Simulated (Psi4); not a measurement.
Pair of molecules, SMILES O=C=O with SMILES CC (the first has 3 atoms); geometry from B3LYP-D3(BJ)/def2-TZVP, rigid monomers moved along the line of their centres of mass till C2···C4 is 3.09 Å.
(charge 0, multiplicity 1):
```xyz
11

O      0.37157     0.92969     0.38386
C     -0.01397    -0.13058     0.11523
O     -0.39888    -1.18957    -0.15789
C     -0.21985    -0.64927     3.15810
C      0.22769     0.71657     3.67052
H     -0.45769    -1.32662     3.98061
H      0.56037    -1.12689     2.56126
H     -1.11445    -0.56916     2.53653
H     -0.55268     1.18850     4.27073
H      0.46511     1.39040     2.84578
H      1.11826     0.63136     4.29624
```

Calculation: SAPT0/jun-cc-pV(D+d)Z in Psi4.

### Question
Give the four SAPT terms and the total, and say what mostly holds the pair together.

### Answer
electrostatics -1.79, exchange 4.98, induction -0.53, dispersion -2.31, total 0.36 kcal/mol; the largest attraction is dispersion.
